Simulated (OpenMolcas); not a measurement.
## Ni4+: effect of the active space

- Program: OpenMolcas 26.06
- Method: MS-CASPT2 or its RAS form, IPEA 0.25 Eh, imaginary shift 0.1 Eh
- Basis: ANO-RCC-VQZP
- Scalar Hamiltonian: DKH2, point nucleus
- Spin-orbit coupling: RASSI with atomic mean-field integrals over the reference wave functions, term energies averaged over their components

A. 6 electrons in 5 orbitals (3d); 2S+1 = 5 even, 5 roots; 2S+1 = 3 even, 45 roots; 2S+1 = 1 even, 50 roots; closed shells correlated: 3s 3p; CASPT2 step of the order of 50 core-seconds
B. 12 electrons in 8 orbitals (RAS1 3p, at most 2 holes; RAS2 3d); 2S+1 = 5 even, 5 roots; 2S+1 = 3 even, 45 roots; 2S+1 = 1 even, 44 roots; closed shells correlated: 3s; CASPT2 step of the order of 90 core-seconds
C. 6 electrons in 10 orbitals (3d 4d); 2S+1 = 5 even, 5 roots; 2S+1 = 3 even, 45 roots; 2S+1 = 1 even, 44 roots; closed shells correlated: 3s 3p; CASPT2 step about 28 core-minutes

Energies in cm⁻¹ above 3d⁶ ⁵D₄, the measured ground level; measured values from Corliss and Sugar, J. Phys. Chem. Ref. Data 10, 197 (1981).

| Level | A | B | C | Measured |
| --- | --- | --- | --- | --- |
| 3d⁶ ⁵D₄ | 0.0 | 0.0 | 0.0 | 0.0 |
| 3d⁶ ⁵D₃ | 851 | 856 | 821 | 890 |
| 3d⁶ ⁵D₂ | 1432 | 1438 | 1378 | 1490 |
| 3d⁶ ⁵D₁ | 1802 | 1809 | 1733 | 1872 |
| 3d⁶ ⁵D₀ | 1982 | 1990 | 1906 | 2058 |
| 3d⁶ ³P₂(1) | 26030 | 26480 | 26510 | 26153 |
| 3d⁶ ³H₆ | 27330 | 26990 | 27670 | 27111 |
| 3d⁶ ³H₅ | 27720 | 27390 | 28030 | 27578 |
| 3d⁶ ³H₄ | 27950 | 27640 | 28240 | 27859 |
| 3d⁶ ³P₁(1) | 28510 | 28990 | 29000 | 28698 |
| 3d⁶ ³F₄(1) | 29210 | 29280 | 29610 | 29124 |
| 3d⁶ ³P₀(1) | 29480 | 29960 | 29970 | 29640 |
| 3d⁶ ³F₃(1) | 29620 | 29720 | 30010 | 29571 |
| 3d⁶ ³F₂(1) | 29940 | 30050 | 30320 | 29899 |
| 3d⁶ ³G₅ | 33490 | 33380 | 33810 | 33256 |
| 3d⁶ ³G₄ | 34250 | 34150 | 34550 | 34062 |
| 3d⁶ ³G₃ | 34550 | 34460 | 34830 | 34416 |
| 3d⁶ ¹I₆ | 41630 | 41130 | 42050 | 41252 |
| 3d⁶ ³D₂ | 41830 | 42140 | 42200 | 41627 |
| 3d⁶ ³D₁ | 41850 | 42140 | 42190 | 41701 |
| 3d⁶ ³D₃ | 42110 | 42410 | 42480 | 41920 |
| 3d⁶ ¹G₄(1) | 42870 | 42550 | 43260 | 42208 |
| 3d⁶ ¹F₃ | 58300 | 58680 | 58790 | 57924 |
| 3d⁶ ³P₀(2) | 67610 | 67950 | 67910 | 66738 |

Deviations, from unrounded energies. A percentage is the sum of absolute deviations over the sum of measured energies, with the sign that they share, or ± where signs differ.

```
                        Against measurement  Levels     A     B     C
             mean absolute deviation (cm-1)      23   210   270   480
      fine structure of the ground term (%)       4  -3.8  -3.4  -7.4
other terms of the ground configuration (%)      19  ±0.6  ±0.9  +1.5
```

A lies closest to measurement on these levels and C furthest from it. The largest miss of A in the table is 3d⁶ ³P₀(2), by +880 cm-1. The ranking rests on the paired levels alone, and a cruder setting can come out closer through cancelling errors.

The spin-orbit steps hold different terms of 3d⁶ (B lacks a ¹D, a ¹S; C lacks a ¹D, a ¹S), which shifts levels as well.

The two smallest mean deviations differ by little beside CASPT2's spread within terms, so their order carries little weight.

Among A to C the level of the table that moves most is 3d⁶ ¹I₆, by 930 cm-1 (lowest in B, highest in C). Moves below CASPT2's spread within the term are not significant.

CASPT2 breaks the degeneracy within a term, and the mean is taken; among the terms shown or strongly mixed into the levels shown the widest spread is 1100 cm-1 (3d⁶ ¹I, B). The CASPT2 spread within a term exceeds the gap to the next term for 3d⁶ ¹I and 3d⁶ ³D, so the order of their levels is uncertain (figures for A; the like holds for B, C). Active for correlation alone: 3p; no level in the range computed is led by a configuration that opens it, so any true level of that kind is missing (holds for B). Active for correlation alone: 4d; no level in the range computed is led by a configuration that fills it, so any true level of that kind is missing (holds for C). Computed and measured levels are paired by configuration, term and J; levels that our copy of the source lacks, or whose pairing is in doubt (as where it misses far off the trend of its configuration), stay unpaired and out of the deviations. Levels of configurations outside the active space are missing. The table leaves out levels that lie high or whose names do not pair safely across all columns.

A number in round brackets counts repeated terms of one configuration in the order of the reference energies.
